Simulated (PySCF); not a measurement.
Working out the ionisation energy of Mg⁺

Mg⁺ [Ne] 3s1 (2S) → Mg²⁺ [Ne] (1S). Computed with PySCF 2.14 in x2c-QZVPPall with one added diffuse shell each of s, p, d, f type (10s7p6d3f, 82 functions), with the spin-free X2C one-electron Hamiltonian (Gaussian nucleus). Frozen: 1s2. Energies in hartree (1 hartree = 27.21139 eV):

```
             part  Mg⁺ (lower)  Mg²⁺ (upper)
              UHF  -199.678629   -199.136752
MP2 opposite-spin    -0.189941     -0.185434
    MP2 same-spin    -0.069333     -0.065180
```

**Question.** What does Hartree-Fock give?

**Answer.** (-199.136752) − (-199.678629) = 0.541877 hartree = 14.745 eV.

**Question.** What do MP2 and SCS-MP2 (6/5 opposite-spin, 1/3 same-spin) give?

**Answer.** The opposite-spin parts differ by 0.123 eV and the same-spin parts by 0.113 eV. MP2: 14.745 + (0.123) + (0.113) = 14.981 eV. SCS-MP2: 14.745 + 1.2 × (0.123) + (0.113)/3 = 14.930 eV.

Measured between the centres of the two terms (NIST): 15.035 eV, so MP2 (valence and next inner shell) is off by -0.054 eV.

What remains against the reference includes basis incompleteness, the frozen core and correlation beyond second order.
